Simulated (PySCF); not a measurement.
The numbers are results of PBE0-D3(BJ)/def2-TZVP (PySCF), not measurements. All species are isolated molecules in the gas phase. One relaxed conformer stands for a flexible species; it need not be the lowest. Excitations are Tamm–Dancoff values on a coarser integration grid. The basis has no diffuse functions, so Rydberg states are missing or too high.

Reference species (SMILES): `C=BB=N` (neutral, multiplicity 1).

```json
{
  "HOMO": "-6.90 eV",
  "HOMO–LUMO gap": "4.51 eV",
  "S1 oscillator strength": "0.000",
  "S1–T1 gap (TDA)": "0.40 eV"
}
```

Changed species: `B=C=BN`.

Problem. What does the change do to the HOMO, HOMO–LUMO gap, S1 oscillator strength and S1–T1 gap (TDA)?

Solution. the HOMO rises by 0.45 eV, to -6.45 eV; the HOMO–LUMO gap rises by 0.79 eV, to 5.30 eV; the S1 oscillator strength hardly moves; the S1–T1 gap (TDA) drops by 0.04 eV, to 0.36 eV.
